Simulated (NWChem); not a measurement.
System: BiH$_{3}$; SMILES [BiH3]

Input file for NWChem:

```
start job
memory heap 200 mb stack 900 mb global 1100 mb
geometry units angstroms noautosym nocenter noautoz
  Bi     0.000000     0.000000     0.026414
  H     -1.340897    -0.597336    -1.006514
  H      1.187756    -0.862583    -1.006514
  H      0.153140     1.459919    -1.006514
end
basis spherical
  * library def2-svpd
end
ecp
  Bi library def2-ecp
end
dft
  xc xcamb88 1.00 lyp 0.81 vwn_5 0.19 hfexch 1.00
  cam 0.33 cam_alpha 0.19 cam_beta 0.46
  iterations 150
end
tddft
  cis
  nroots 6
  notriplet
end
task tddft energy
```

Parts of the log:

```
             Northwest Computational Chemistry Package (NWChem) 7.3.0
             --------------------------------------------------------

                             Geometry "geometry" -> ""
                             -------------------------

 Output coordinates in angstroms (scale by  1.889725989 to convert to a.u.)

  No.       Tag          Charge          X              Y              Z
 ---- ---------------- ---------- -------------- -------------- --------------
    1 Bi                  83.0000     0.00000000     0.00000000     0.02641400
    2 H                    1.0000    -1.34089700    -0.59733600    -1.00651400
    3 H                    1.0000     1.18775600    -0.86258300    -1.00651400
    4 H                    1.0000     0.15314000     1.45991900    -1.00651400

 Effective nuclear repulsion energy (a.u.)      74.0342279158

                                 NWChem DFT Module
                                 -----------------

 Summary of "ao basis" -> "ao basis" (spherical)
 ------------------------------------------------------------------------------
       Tag                 Description            Shells   Functions and Types
 ---------------- ------------------------------  ------  ---------------------
 Bi                        def2-svpd                12       32   5s4p3d
 H                         def2-svpd                 4        8   2s2p

            General Information
            -------------------
          SCF calculation type: DFT
          Wavefunction type:  closed shell.
          No. of atoms     :     4
          No. of electrons :    26
           Alpha electrons :    13
            Beta electrons :    13
          Charge           :     0
          Spin multiplicity:     1
          Use of symmetry is: off; symmetry adaption is: off
          Maximum number of iterations: 150
          AO basis - number of functions:    56
                     number of shells:    24
          Convergence on energy requested:  1.00D-06
          Convergence on density requested:  1.00D-05
          Convergence on gradient requested:  5.00D-04

              XC Information
              --------------
                     Hartree-Fock (Exact) Exchange  1.000
                   CAM-Becke88 Exchange Functional  1.000
                      VWN V Correlation Functional  0.190 local
              Lee-Yang-Parr Correlation Functional  0.810

[...]

                                NWChem TDDFT Module
                                -------------------

            General Information
            -------------------
           No. of orbitals :     112
            Alpha orbitals :      56
             Beta orbitals :      56
        Alpha frozen cores :       0
         Beta frozen cores :       0
     Alpha frozen virtuals :       0
      Beta frozen virtuals :       0
         Spin multiplicity :       1
    Number of AO functions :      56
        Use of symmetry is : off
      Symmetry adaption is : off
         Schwarz screening :  0.10D-07

              XC Information
              --------------
              Hartree-Fock (Exact) Exchange   1.00
            CAM-Becke88 Exchange Functional   1.00
               VWN V Correlation Functional   0.19 local
       Lee-Yang-Parr Correlation Functional   0.81
           Alpha           :  0.19
           Beta            :  0.46
           Gamma           :  0.33

             TDDFT Information
             -----------------
          Calculation type : Tamm-Dancoff TDDFT
         Wavefunction type : Restricted singlets
          No. of electrons :      26
           Alpha electrons :      13
            Beta electrons :      13
              No. of roots :       6
          Max subspacesize :    5200
            Max iterations :     100
               Target root :       1
           Target symmetry : none
      Symmetry restriction : off
                 Algorithm : Optimal
        Davidson threshold :  0.10D-03

    6 smallest eigenvalue differences (eV)
--------------------------------------------------------
  No. Spin  Occ  Vir  Irrep   E(Occ)    E(Vir)   E(Diff)
--------------------------------------------------------
    1    1   13   14 a        -0.327     0.016     9.330
    2    1   13   15 a        -0.327     0.028     9.654
    3    1   13   16 a        -0.327     0.028     9.654
    4    1   12   14 a        -0.381     0.016    10.805
    5    1   11   14 a        -0.381     0.016    10.805
    6    1   12   15 a        -0.381     0.028    11.129
--------------------------------------------------------

  Entering Davidson iterations
  Restricted singlet excited states

  Iter   NTrls   NConv    DeltaV     DeltaE      Time
  ----  ------  ------  ---------  ---------  ---------
    1      6       0     0.97E-01   0.10+100        2.3
    2     12       0     0.50E-01   0.35E-01        2.3
    3     18       0     0.45E-01   0.16E-01        2.3
    4     24       0     0.15E-01   0.40E-02        2.4
    5     30       0     0.54E-02   0.32E-03        2.3
    6     36       3     0.20E-02   0.30E-04        2.3
    7     39       3     0.40E-03   0.18E-05        2.1
    8     42       6     0.61E-04   0.39E-07        1.8
  ----  ------  ------  ---------  ---------  ---------
  Convergence criterion met

  Ground state a        -216.361464365374 a.u.

  ----------------------------------------------------------------------------
  Root   1 singlet a              0.230500639 a.u.                6.2722 eV
  ----------------------------------------------------------------------------
     Transition Moments    X  0.00000   Y -0.00001   Z -1.05711
     Dipole Oscillator Strength                    0.1717206638
     Electric Quadrupole                           0.0000000921
     Magnetic Dipole                               0.0000000000
     Total Oscillator Strength                     0.1717207558

[...]
```

Level: CAM-B3LYP/def2-SVPD with def2 effective core potentials on Bi, TDA. The geometry was optimised at PBE0/def2-SVP. No frequency run checked for a minimum. def2 effective core potentials on Bi; no spin-orbit coupling.
